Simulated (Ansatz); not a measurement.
Reaction (formal exchange of groups at a Ge–C bond): `FC(F)=[CH][GeH3]` + `OB1O[SiH2]1` → `[GeH3][B]1O[SiH2]1` + `OC=C(F)F`

Isolated molecules relaxed with PBE0-D4/def2-TZVP in Ansatz; ΔE leaves out vibrations. CCSD(T)/CBS adds triple-zeta CCSD(T) − MP2 to the extrapolated MP2 energy (def2 sets, frozen cores). For Ge outer-core shells are correlated without core-valence functions, which leaves a few kJ/mol of doubt a bond. Scalar relativity is left out up to krypton. One conformer a species, not always the lowest.

```json
{"level": "SCS-MP2/def2-TZVPP", "ΔE (kJ/mol)": "224.3"}
{"level": "HF/def2-QZVPP", "ΔE (kJ/mol)": "227.7"}
```

Task: What does CCSD(T)/CBS give? (Estimate.)

Result: The calculation gave: +213.6 kJ/mol. The listed levels differ from it by 10.7, 14.1 kJ/mol.

Largest T1 diagnostic among the species: 0.015.

From PBE to PBE0 (25 % exact exchange), in def2-TZVPP and without D4, ΔE moves by +8.1 kJ/mol.
